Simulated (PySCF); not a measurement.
# TiCl₄ + O₂ → TiO₂ + 2 Cl₂

Level: PBE in the def2-TZVP basis family, all electrons, no relativity, computed in PySCF with density fitting; open shells unrestricted.

```csv
species,state and structure,ZPE (kJ/mol),H(298 K) − H(0) (kJ/mol),S° (J/(mol K))
TiCl₄,"singlet, Td, Ti–Cl 2.183 Å (×4)",14.7,21.7,354.9
O₂,"triplet, D∞h, O–O 1.219 Å",9.3,8.7,205.2
TiO₂,"singlet, C2v, Ti–O 1.650 Å (×2); O–Ti–O 110.6°",13.7,11.1,258.8
Cl₂,"singlet, D∞h, Cl–Cl 2.008 Å",3.2,9.2,223.0
```

Question: Is the gas-phase reaction uphill or downhill in electronic energy at this level, and by how much?

Answer: At PBE/def2-TZVP, ΔE = 469.9 kJ/mol, uphill. 

Question: Add zero-point, thermal and entropy terms for 298.15 K and 1 bar.

Answer: ΔZPE = -3.9 and Δ[H(298) − H(0)] = -0.9 kJ/mol give ΔH° = 465.1 kJ/mol. ΔS° = 144.7 J/(mol K), so ΔG° = 465.1 − 298.15 × (0.1447) = 422 kJ/mol.

Each species is the lowest minimum found with this bonding; other isomers or fragments can lie lower.
